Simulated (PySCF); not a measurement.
A structure optimised at PBE-D3(BJ)/def2-SVP, used in a PySCF frequency run:

```
Si
H 1 1.5014
H 1 1.5056 2 109.43
C 1 1.8385 2 109.17 3 119.29
C 4 1.2287 2 149.32 1 -179.19
H 5 1.0823 3 158.39 1 179.17
C 1 1.9047 2 110.21 3 -118.98
O 7 1.4182 1 108.39 2 -55.87
H 8 0.9741 7 107.87 1 -175.90
H 7 1.1191 8 113.34 9 -56.40
H 7 1.1208 10 106.27 8 -125.10
```
Charge 0, spin multiplicity 1.

Task: Write its SMILES and formula.

Result: C#C[SiH2]CO, C3H6OSi

Task: What are its rotational constants (standard atomic weights)?

Result: 6.6755, 2.3242, 1.8696 GHz
